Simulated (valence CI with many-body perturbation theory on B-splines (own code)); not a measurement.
The numbers below are computed, except where a source is named.
# Kr²²⁺ in three bases

Method: valence CI with perturbative core correlation (CI+MBPT): four valence electrons over a frozen Dirac-Fock core [Ne], radial functions for each j: 9 s, 9 p, 8 d, 6 f, 3 g, 1 h, with the one-electron correlation potential Σ1 (screened to all orders), the two-electron term Σ2, the three-electron term Σ3, Breit, model QED; selected single and double excitations, second order for the rest, scaled by the run's own slope (own B-spline code, finite nucleus).

No measured spectrum was set against this ion. As an estimate, levels of excited configurations hold to 0.05 to 0.15 % of their energy, terms of the ground configuration to about 0.5 %.

The reference run has the lowest level 3s2.3p2 3P_0 and an ionisation energy of 997.937 eV. Its largest variational space holds 20002 state functions.

Names give the largest LS component (configuration and term), which can be under half, so a name can repeat, a term be missing and a line seem to break the LS rules; names also repeat where a configuration has a term twice. Letters in brackets count levels of one name in rising energy.

Changed runs:
A. basis 6 s, 6 p, 5 d, 3 f, 1 g
B. basis 5 s, 5 p, 4 d, 2 f

Excitation energies of the reference run in cm⁻¹, and shifts in cm⁻¹:

| Level | Reference | A | B |
| --- | --- | --- | --- |
| 3s2.3p2 3P_1 | 68343 | -41 | -118 |
| 3s2.3p2 3P_2 | 94471 | +21 | +102 |
| 3s2.3p2 1D_2 | 185577 | +45 | +197 |
| 3s2.3p2 1S_0 | 255015 | +158 | +494 |
| 3s.3p3 5S°_2 | 467899 | -216 | -673 |
| 3s.3p3 3D°_1 | 574270 | -1.3 | +26 |
| 3s.3p3 3D°_2 | 583391 | -31 | -65 |
| 3s.3p3 3D°_3 | 610073 | -27 | -50 |
| 3s.3p3 3P°_0 | 672140 | +55 | +216 |
| 3s.3p3 3P°_2 [a] | 679425 | +32 | +58 |
| 3s.3p3 3P°_1 | 681111 | +41 | +166 |
| 3s.3p3 3P°_2 [b] | 742861 | +66 | +145 |
| Ionisation energy (eV) | 997.937 | -0.025 | -0.074 |
